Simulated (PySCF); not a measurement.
Cartesian coordinates in Å; atom numbers follow the order of the lines, from 1:
```xyz
17

C     2.333   -1.368    1.061
C     1.713   -0.682    0.302
C     0.940    0.156   -0.595
C     0.190    1.250    0.179
C    -1.131    0.622    0.564
N    -1.985    1.014    1.392
C    -1.328   -0.638   -0.237
C    -0.186   -0.665   -1.247
F    -0.579   -0.042   -2.417
H     2.891   -1.966    1.718
H     1.602    0.570   -1.362
H     0.743    1.605    1.049
H    -0.012    2.103   -0.474
H    -1.755    1.873    1.887
H    -1.272   -1.502    0.426
H    -2.301   -0.645   -0.724
H     0.129   -1.673   -1.534
```

- geometry: GFN2-xTB
- GIAO PBE0/pcSseg-1 shieldings
- code: PySCF 2.14
- relativity neglected, isolated molecule, one conformer

δ = σ(ref) − σ, references computed at the same level: 13C (σref 186.93) vs TMS.

**Question.** Do the 13C shifts follow the atomic charges (in e)? Tabulate both.

**Answer.** 
| atoms | hybridisation | δ (ppm) | σ para (ppm) | Hirshfeld | IAO | Mulliken | ESP-fitted |
| --- | --- | --- | --- | --- | --- | --- | --- |
| C5 | – | 188.0 | -252 | +0.10 | +0.19 | -0.06 | +0.62 |
| C8 | – | 101.1 | -157 | +0.07 | +0.19 | +0.23 | +0.15 |
| C2 | – | 88.8 | -166 | -0.04 | -0.04 | +0.33 | -0.14 |
| C1 | – | 79.1 | -150 | -0.11 | -0.24 | -0.40 | -0.38 |
| C7 | – | 44.7 | -106 | -0.09 | -0.31 | -0.12 | -0.33 |
| C4 | – | 44.1 | -107 | -0.07 | -0.31 | -0.09 | -0.35 |
| C3 | – | 38.1 | -96 | -0.02 | -0.15 | -0.33 | +0.20 |

Correlation coefficients of δ with charge over these carbons: Hirshfeld +0.76, IAO +0.81, Mulliken +0.29, ESP-fitted +0.74; with the paramagnetic shielding -0.99. With so few points these coefficients are fragile. Charge is one influence among several: hybridisation and low-lying excitations act through the paramagnetic term.

Shifts are as computed. Against solution values, carbons near 30 ppm lie about +3 ppm off and those near 130 ppm about +5 ppm. Of 1309 compounds with measured shifts, 239 miss one by over three times the rms of a fit or turn the order of signals round; such compounds aren't used in these exercises.
